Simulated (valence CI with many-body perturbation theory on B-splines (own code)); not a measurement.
**Valence orbitals of Ba LI**

Calculated by configuration interaction combined with many-body perturbation theory (CI+MBPT): four valence electrons over a frozen Dirac-Fock core [He], radial functions for each j: 11 s, 11 p, 9 d, 7 f, 5 g, 2 h, 1 i, with the one-electron correlation potential Σ1 (screened to all orders), the two-electron term Σ2, the three-electron term Σ3, Breit, model QED; selected single and double excitations, second order for the rest (own B-spline code, finite nucleus).

No measured spectrum was set against this ion. As an estimate, large intervals hold to a few tenths of a per cent, small ones and those within an open d or f shell to about a per cent. Among the levels kept, up to 290 cm⁻¹ of a level comes from second order outside the variational space, and about a tenth of that is noise between levels of different J, which matters for small intervals.

These are the spectroscopic orbitals of the CI (the correlating ones are not listed), shaped by the core and the other valence electrons. h is the expectation value of the core's Dirac-Fock operator, without the valence repulsion; Σ1 is computed up to l = 3 at one energy for each symmetry, that of its lowest orbital but kept below the first core excitation, so for empty shells it is not the orbital's own correlation shift; Breit and QED include the response of the core.

```
Orbital  h (hartree)  Σ1 (cm⁻¹)  Breit (cm⁻¹)  QED (cm⁻¹)  ⟨r⟩ (bohr)
  2s1/2      -390.52      -1405         49527       55031      0.1047
  3s1/2      -170.59       -345         13717       15814      0.2432
  4s1/2      -94.871       -135          5466        6463      0.4414
  5s1/2       -60.26      -66.6          2736        3254      0.6978
  2p1/2      -385.82      -3508         98851        -255     0.08738
  3p1/2      -169.25       -781         26493        -211      0.2275
  4p1/2      -94.316       -299         10591       -96.3      0.4270
  5p1/2      -59.979       -147          5292       -50.4      0.6849
  2p3/2      -369.52      -2636         37445        5583     0.09273
  3p3/2      -164.42       -588         10156        1458      0.2351
  4p3/2      -92.288       -226          4585         588      0.4370
  5p3/2      -58.946       -111          2305         295      0.6972
  3d3/2      -163.87       -274           953        -172      0.1992
  4d3/2      -92.056       -117           521       -52.6      0.4023
  5d3/2      -58.828      -60.2           267       -22.9      0.6638
  3d5/2      -162.44       -248           312         485      0.2018
  4d5/2       -91.45       -105           170         222      0.4055
  5d5/2      -58.517      -54.1          82.6         117      0.6676
  4f5/2      -91.375      -22.5           5.5       -71.3      0.3493
  5f5/2      -58.482      -12.7           4.5       -35.2      0.6122
  4f7/2      -91.081      -21.6           1.6        62.8      0.3510
  5f7/2      -58.331      -12.2           1.3        33.8      0.6141
  5g7/2       -58.32                      0.0       -22.6      0.5365
  5g9/2       -58.23                      0.0        18.1      0.5378
```

Among the shells of the start configuration 2s2 2p2, Σ1 is largest in size for 2p1/2, where it is 0.0041 % of h.

Lowest root of each symmetry, sizes in configuration state functions:

| J | Parity | Roots | Reference | Variational | Second order | Change by selected CI (cm⁻¹) | Change by second order (cm⁻¹) |
| --- | --- | --- | --- | --- | --- | --- | --- |
| 0 | even | 12 | 38 | 22450 | 36548 | -19973 | 0 |
| 1 | even | 20 | 83 | 39998 | 70177 | -18198 | -29 |
| 2 | even | 22 | 93 | 39994 | 129275 | -19990 | -91 |
| 3 | even | 11 | 63 | 39996 | 147263 | -19506 | -57 |
| 4 | even | 5 | 31 | 39992 | 103818 | -15127 | -8 |
| 5 | even | 2 | 11 | 21961 | 86604 | -19632 | -12 |
| 0 | odd | 8 | 37 | 18419 | 29292 | -22600 | -1 |
| 1 | odd | 20 | 94 | 39996 | 124011 | -24872 | -16 |
| 2 | odd | 19 | 100 | 39998 | 143631 | -19029 | -56 |
| 3 | odd | 9 | 70 | 39996 | 165296 | -19912 | -44 |
| 4 | odd | 3 | 36 | 33033 | 93299 | -21933 | -10 |
